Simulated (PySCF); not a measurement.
Precursor series Zn NH2-SH. Isolated molecules, 0 K electronic values unless said otherwise. One relaxed conformer stands for each flexible species; it need not be the lowest.

Computed with TPSSh-D3(BJ)/def2-TZVP // TPSS-D3(BJ)/def2-SVP in PySCF. 

| species | mean distance from the central atom to its bonded neighbours (Å) | charge on the central atom (Mulliken) (e) | LUMO (eV) | HOMO–LUMO gap (eV) |
|---|---|---|---|---|
| 0 of 2 NH2 replaced by SH | 1.829 | 0.44 | -0.73 | 5.34 |
| 1 of 2 NH2 replaced by SH | 2.006 | 0.41 | -1.08 | 5.36 |
| 2 of 2 NH2 replaced by SH ([Zn(SH)2]) | 2.182 | 0.39 | -1.40 | 5.46 |
